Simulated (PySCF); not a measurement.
Compound: C₃H₁₀NSi₃ (doublet state).
Atom-mapped SMILES: `[CH3:1][SiH2:2][C@@H:3]([C:4]#[N:5])[SiH:6][SiH3:7]` (hydrogens: H8, H9, H10 on C1; H11, H12 on Si2; H13 on C3; H14 on Si6; H15, H16, H17 on Si7)

Geometry (GFN2-xTB, Å), atoms numbered from 1 in this order:
```
atom  x, y, z in Å
C1     2.9311    0.1297    0.5768
Si2    1.2532    0.7524   -0.0456
C3     0.1272   -0.7520   -0.4396
C4    -0.0065   -1.5522    0.7222
N5    -0.1632   -2.1605    1.6839
Si6   -1.6934   -0.3204   -0.9591
Si7   -2.9401    0.7201    0.6511
H8     3.4713   -0.4118   -0.1957
H9     3.5606    0.9531    0.9010
H10    2.8040   -0.5435    1.4209
H11    0.5946    1.5728    0.9751
H12    1.3896    1.5025   -1.3000
H13    0.5958   -1.3527   -1.2230
H14   -2.1766   -1.5794   -1.5669
H15   -3.0904    0.1073    1.9740
H16   -2.3724    2.0578    0.8679
H17   -4.2919    0.8888    0.1069
```

The hyperfine couplings belong to this conformer and change with its torsions.

Method used: PySCF 2.14.0, UKS B3LYP, pcH-1 on C H N Si, non-relativistic, mean-field spin-orbit, GIAO. Isolated species at its GFN2-xTB geometry (one conformer only). The geometry wasn't refined by DFT: couplings that depend on bond lengths, twists or pyramidal angles can differ widely from those at the functional's own minimum, by a factor of two or more for some ions and for spin on atoms past the first row. No stability test was run, so a lower SCF solution isn't excluded.

Problem. Predict the first-order ENDOR lines of N5, H15/H16/H17, H14 and H12 under fast tumbling at B = 3362.5 mT (W band).

Solution. For S = 1/2 in fast tumbling each set of equivalent nuclei gives two lines, ν± = |νn ± a/2| to first order, with νn = g_N μN B/h and μN/h = 7.62259 MHz/T.

```tsv
nuclei	isotope	g_N	νn (MHz)	a_iso (MHz)	lower line (MHz)	upper line (MHz)
N5	14N	0.4038	10.35	1.32	9.69	11.01
H15/H16/H17	1H	5.5857	143.17	24.05	131.14	155.19
H14	1H	5.5857	143.17	21.34	132.50	153.84
H12	1H	5.5857	143.17	0.65	142.84	143.49
```

Problem. Which pairs are centred on the nuclear Larmor frequency, and which on half the coupling?

Solution. Centred on νn, since |a| < 2νn: N5, H15/H16/H17, H14 and H12. No pair has |a| > 2νn.

Problem. At what field would the lower line of H14 fall to zero frequency?

Solution. Where νn = |a|/2, that is B = 10.67 MHz/(5.5857 × 7.62259 MHz/T) = 251 mT, as far as first order holds there.

Means are taken over nuclei equivalent by connectivity, which assumes that they swap fast. The three 1H nuclei of mean +24.0 MHz run from -4.0 to 75.1 MHz in the frozen geometry.

The largest Mulliken spin population is on Si6 (+0.95). The angles at Si6 add up to 338.1°, so it is pyramidal.
